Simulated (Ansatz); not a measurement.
Total energies of Hg4Se4 (the lowest singlet isomer of a short search) from Ansatz at PBE-D4/def2-SVP, gas phase (1 Eh = 27.2114 eV = 2625.5 kJ/mol). The reference geometry is relaxed at r2SCAN-D4/def2-SVP.

| atom | x (Å) | y (Å) | z (Å) |
| --- | --- | --- | --- |
| Hg1 | -2.0414 | 1.1579 | 1.0658 |
| Hg2 | 1.2177 | -0.2278 | -0.5992 |
| Hg3 | -1.1229 | -1.9962 | 0.9371 |
| Hg4 | 3.7951 | -0.4196 | -2.4870 |
| Se5 | 1.2380 | -2.5405 | 0.3636 |
| Se6 | 0.5523 | 2.0715 | -1.3498 |
| Se7 | -0.2939 | 2.9035 | 0.7030 |
| Se8 | -3.3448 | -0.9487 | 1.3665 |

```tsv
state	geometry	energy (Eh)
charge 0 singlet	reference	-10217.93426
charge 1 doublet	reference	-10217.66106
charge -1 doublet	reference	-10217.98178
free Hg atom (singlet)	–	-153.55159
free Se atom (triplet)	–	-2400.83018
```

In the def2 sets Hg takes a core potential; there is no spin–orbit coupling.

Work out the vertical ionisation energy to the doublet.

E(charge 1 doublet) − E(charge 0 singlet) = -10217.66106 − (-10217.93426) = 0.27320 Eh = 7.43 eV. For comparison, −ε of the highest occupied level is 5.41 eV at this level, 2.02 eV less.

Work out the vertical electron affinity, to the doublet.

E(charge 0 singlet) − E(charge -1 doublet) = -10217.93426 − (-10217.98178) = 0.04752 Eh = 1.29 eV. The basis lacks diffuse functions, which makes affinities too small.

Give the fundamental gap IE − EA, the Mulliken electronegativity (IE + EA)/2 and the hardness (IE − EA)/2.

From the values in Eh: IE − EA = 0.27320 − 0.04752 = 0.22568 Eh = 6.14 eV; (IE + EA)/2 = 4.36 eV; (IE − EA)/2 = 3.07 eV. The HOMO–LUMO gap of the same run is 2.30 eV, 3.84 eV smaller than the fundamental gap.

What is the binding energy per atom against free atoms?

Atoms: 4 × (-153.55159) + 4 × (-2400.83018) = -10217.52708 Eh. Binding: -10217.52708 − (-10217.93426) = 0.40718 Eh = 11.08 eV, or 1.38 eV for each of 8 atoms (no zero-point energy, no counterpoise term).

At PBE-D4/def2-SVP the highest occupied level of the charge -1 doublet lies above zero (up to 0.51 eV). By energy differences its removal costs 1.29 eV (vertical, to the charge 0 singlet, at PBE-D4/def2-SVP); self-interaction error and the lack of diffuse functions both raise the level. At PBE-D4/def2-SVP the gap within one spin of the charge -1 doublet nearly closes, so an electron or hole may be smeared out by delocalisation error.  

The structure comes from a short search, and lower isomers may exist.
